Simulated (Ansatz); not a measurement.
Ga8P8H22, a nanocrystal cut from wurtzite GaP (hydrogen-capped). Total charge 0; singlet. Geometry PBE-D4/def2-SVP; atoms count from 1.

```xyz
38

Ga   -1.9688    0.3587    4.0970
P    -0.2587    2.0697    3.6669
P    -1.5338   -0.9309    2.1032
Ga   -2.1107    0.2455    0.1136
Ga    1.1625    2.0617    1.7227
P    -0.3719    1.8978   -0.0958
P    -1.7703   -1.1729   -1.7700
Ga   -2.4536   -0.1372   -3.8408
Ga    0.9295    1.8233   -2.0932
P    -0.7170    1.6010   -3.8366
Ga    0.6410   -1.8740    2.1861
P     2.1546   -0.0953    1.7109
P     0.7262   -3.1764    0.1541
Ga    0.3855   -2.1354   -1.9983
Ga    3.6104   -0.5036   -0.1890
P     1.9320   -0.3229   -1.9344
H    -3.3580    1.0944    3.9694
H    -1.4694   -0.4387    5.3637
H    -0.8444    3.3728    3.7390
H     0.6116    2.1830    4.7965
H    -2.4319   -2.0460    2.1547
H    -3.5414    0.9048    0.1598
H     2.1472    3.2878    1.6577
H    -1.0398    3.1637   -0.1341
H    -2.6596   -2.2790   -1.5735
H    -3.8227    0.6189   -3.6380
H    -2.1051   -1.0893   -5.0499
H     1.9054    3.0406   -2.3006
H    -1.3171    2.8895   -3.9980
H     0.0089    1.5670   -5.0687
H     0.9738   -2.7423    3.4565
H     3.0228   -0.0846    2.8497
H    -0.2290   -4.2326    0.2784
H     1.9088   -3.9776    0.1319
H     0.5683   -3.1570   -3.1822
H     4.6176    0.7028   -0.3259
H     4.0415   -2.0272   -0.1202
H     2.6556   -0.4601   -3.1625
```

Single mean-field runs in def2-SVP are fitted with def2-universal-jkfit.

Q: Estimate the Mulliken populations of the heavy atoms from the PBE0/def2-SVP orbitals of Ansatz.

A: 
| atom | charge (e) |
| --- | --- |
| Ga1 | 0.23 |
| P2 | -0.19 |
| P3 | -0.36 |
| Ga4 | 0.34 |
| Ga5 | 0.37 |
| P6 | -0.43 |
| P7 | -0.36 |
| Ga8 | 0.23 |
| Ga9 | 0.37 |
| P10 | -0.19 |
| Ga11 | 0.34 |
| P12 | -0.41 |
| P13 | -0.18 |
| Ga14 | 0.34 |
| Ga15 | 0.23 |
| P16 | -0.41 |
Mulliken values depend strongly on the basis.

Q: And the Mayer bond orders between heavy atoms (over 0.3)?

A: Ga1–P2 0.62 (2.46 Å); Ga1–P3 0.70 (2.41 Å); P2–Ga5 0.73 (2.41 Å); P3–Ga4 0.77 (2.38 Å); P3–Ga11 0.80 (2.37 Å); Ga4–P6 0.72 (2.41 Å); Ga4–P7 0.77 (2.38 Å); Ga5–P6 0.76 (2.39 Å); Ga5–P12 0.79 (2.37 Å); P6–Ga9 0.76 (2.39 Å); P7–Ga8 0.70 (2.41 Å); P7–Ga14 0.80 (2.37 Å); Ga8–P10 0.62 (2.46 Å); Ga9–P10 0.73 (2.41 Å); Ga9–P16 0.79 (2.37 Å); Ga11–P12 0.78 (2.38 Å); Ga11–P13 0.69 (2.42 Å); P12–Ga15 0.66 (2.43 Å); P13–Ga14 0.69 (2.42 Å); Ga14–P16 0.78 (2.38 Å); Ga15–P16 0.66 (2.43 Å).
